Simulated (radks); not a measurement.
Values are calculated unless marked as measured or tabulated.
Problem. Ionisation of neutral helium, [He], to He+, 1s1, under several functionals. Scalar-relativistic Kohn-Sham, spin-polarised, spherical densities, finite nucleus; open shells are filled with parallel spins first; a radial shooting solver on a logarithmic mesh with Libxc functionals. The NIST Atomic Spectra Database gives 24.587 eV (measured). Rank these functionals by the error of their Delta-SCF ionisation energy: OLYP; LDA (Slater exchange, Perdew-Zunger correlation); PBEsol; SOGGA; AM05.

Solution. From best to worst: OLYP 24.788 eV (+0.201); AM05 24.351 eV (-0.236); LDA (Slater exchange, Perdew-Zunger correlation) 24.284 eV (-0.303); PBEsol 24.169 eV (-0.419); SOGGA 23.923 eV (-0.664).
